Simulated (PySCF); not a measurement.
Structure from 2D NMR

Compound of formula C$_{7}$H$_{16}$O. Correlations simulated from computed shifts and the bond graph:

HSQC (one-bond C–H):
```csv
δH,δC
3.88,70.2
3.13,82.5
1.21,15.9
0.97,28.3
```

COSY cross peaks (H two or three bonds apart, from the bond graph; peaks can be absent where the dihedral angle is near 90°):
```csv
δH,δH
3.88,1.21
```

HMBC (two and three bonds, from the bond graph):
```csv
δH,δC
3.88,"82.5, 15.9"
3.13,"70.2, 34.8, 28.3"
1.21,70.2
0.97,"82.5, 34.8, 28.3"
```

Carbons without hydrogens: δ 34.8.

[PySCF 2.14: PBE0/pcSseg-1 with gauge-including orbitals; structure optimised with GFN2-xTB; single conformer; non-relativistic Hamiltonian; in vacuum; fast rotation and ring inversion assumed for equivalent nuclei]

Scale: 1H and 13C against TMS (reference shieldings calculated alike).

Exchangeable hydrogens are left out of these lists.

**Question.** Which molecule is this?

**Answer.** `InChI=1S/C7H16O/c1-5-8-6-7(2,3)4/h5-6H2,1-4H3`.

Numbering as in the mapped SMILES `[CH3:1][CH2:2][O:3][CH2:4][C:5]([CH3:6])([CH3:7])[CH3:8]`; H(Xn) means a hydrogen on atom n.

- δC 82.5 is C4, an sp3 CH2 bonded to O (δH 3.13).
- δC 70.2 is C2, an sp3 CH2 bonded to O (δH 3.88).
- δC 34.8 is C5, a quaternary sp3 carbon.
- δC 28.3 is C6/C7/C8, a methyl carbon (δH 0.97).
- δC 15.9 is C1, a methyl carbon (δH 1.21).
- HMBC from δH 3.13 reaches the proton-free carbon C5.
- HMBC from δH 0.97 reaches the proton-free carbon C5.
- COSY links 3.88–1.21.

The data come from this structure; uniqueness wasn't tested.

Shifts are as computed. Against solution values, carbons near 30 ppm lie about +3 ppm off and those near 130 ppm about +5 ppm. Of 1211 compounds with measured shifts, 218 miss one by over three times the rms of a fit or turn the order of signals round; such compounds aren't used in these exercises.
